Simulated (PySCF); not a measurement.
**CdF from Hartree–Fock to correlated methods**

State: ²Σ⁺ (doublet), unpaired electrons σ ↑. Set-up: Cd def2-SVPD with ECP28, F def2-SVPD; scalar-relativistic core potentials (PySCF 2.14). De refers to Cd + F in their high-spin ground configurations, without counterpoise correction. The functionals are run spin-unrestricted. A positive dipole means Cd(−)F(+).

```tsv
Level	Re (Å)	ωe (cm⁻¹)	De (eV)	μ (D)	CPU s a point (SCF and correlation, without the integrals)
UHF	2.005	535	1.70	-4.26	0.41
UHF-MP2	2.006	526	2.94	n/a	0.61
UHF-SCS-MP2	2.010	523	2.72	n/a	n/a
PBE	2.041	463	2.74	-3.75	0.54
r²SCAN	2.009	502	2.76	-3.73	0.7
M06-L	2.031	482	2.52	-3.87	0.73
r²SCANh	2.004	511	2.66	-3.82	0.79
PBE0	2.012	502	2.54	-3.96	0.9
BHandHLYP	2.005	519	2.23	-4.24	0.5
```

(1) What does a quarter of exact exchange do here, going from PBE to PBE0?

(2) What does the step from GGA to meta-GGA do here, going from PBE to r²SCAN?

Correlated steps freeze 1 core orbital. Correlated levels converge slowly with the basis: in double zeta they bind strong bonds too weakly, by up to about 1 eV, and carry superposition errors of some tenths. Spin–orbit coupling is left out. The state is the lowest determinant that a PBE0 search found; another state may lie lower at other levels.

The whole job (state search and all levels along the bond) took about 1.2 min on 1 thread of Intel Xeon @ 2.60GHz (shared host), peak memory 0.69 GiB.

Answers

(1) PBE0 less PBE: -2.9 pm in Re, +8.4 % in ωe, -0.20 eV in De. Exact exchange removes part of the self-interaction that spreads semilocal densities, and in most molecules shortens and stiffens the bond and lowers De; so it does here.

(2) r²SCAN less PBE: -3.2 pm in Re, +8.4 % in ωe, +0.02 eV in De.
